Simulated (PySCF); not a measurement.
# C⁺: ionisation energy

C⁺ [He] 2s2 2p1 (2P) → C²⁺ [He] 2s2 (1S), as a difference of total energies. All numbers are calculated (PySCF 2.14, scalar relativity by spin-free X2C-1e, in cc-pVDZ-DK (3s2p1d, 14 functions)). Correlated levels: valence: 1s2 frozen. The calculations carry no spin-orbit coupling.

```json
{"method": "UHF", "ionisation energy (eV)": "24.184", "error (eV)": "-0.194"}
{"method": "LDA", "ionisation energy (eV)": "24.796", "error (eV)": "+0.418"}
{"method": "TPSS", "ionisation energy (eV)": "25.040", "error (eV)": "+0.662"}
{"method": "MP2 (valence)", "ionisation energy (eV)": "24.235", "error (eV)": "-0.143"}
{"method": "SCS-MP2 (valence)", "ionisation energy (eV)": "24.189", "error (eV)": "-0.189"}
{"method": "CCSD (valence)", "ionisation energy (eV)": "24.042", "error (eV)": "-0.336"}
{"method": "CCSD(T) (valence)", "ionisation energy (eV)": "24.059", "error (eV)": "-0.319"}
```

Reference: 24.378 eV (measured; NIST levels, between the centres of gravity of the two terms).

Errors of the correlated levels include the incompleteness of this basis and the frozen core.

The coupled-cluster amplitudes are large for C²⁺ (T1 above 0.03 or a double amplitude above 0.15), so a single reference is strained.
